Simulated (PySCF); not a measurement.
C4H12N2Si3.
Atom-mapped SMILES: `[CH3:1][Si@@H:2]1[C@H:3]([CH2:4][C:5]#[N:6])[SiH2:7][N:8]1[SiH3:9]`

NICS is the negative of the GIAO shielding at a point without a nucleus: at the ring centre (0) and 1 Å above and below it (1); zz is the component along the ring normal. Level: GIAO PBE0/pcSseg-1 (PySCF, non-relativistic, gas phase) on the GFN2-xTB geometry, one conformer.

Ring bond lengths (Å), with Mayer bond orders in brackets: Si2–C3 1.924 (0.83), C3–Si7 1.919 (0.87), Si7–N8 1.750 (0.94), N8–Si2 1.767 (0.87).

Task: Give the NICS values of each ring in ppm.

Result: 
```
         ring                                                      type  NICS(0)  NICS(1), two faces  NICS(1)zz, two faces  rms pucker (Å)  centre to ring atoms, mean (Å)
Si2–C3–Si7–N8  4-membered ring with N and 2 Si; formal bonds all single     -3.2         -1.1 / -2.2             4.5 / 1.6            0.00                            1.30
```

Task: What do they say, and how far can they be read as aromaticity?

Result: 
- Si2–C3–Si7–N8: mean NICS(1)zz 3.0 ppm, deshielded. Si2, C3, Si7 have four or more neighbours, so the value isn't read as a sign of a π ring current.

Shape of the structure used: `[CH3:1][Si@@H:2]1[C@H:3]([CH2:4][C:5]#[N:6])[SiH2:7][N:8]1[SiH3:9]`: Si2–C3–C4–C5 65°.
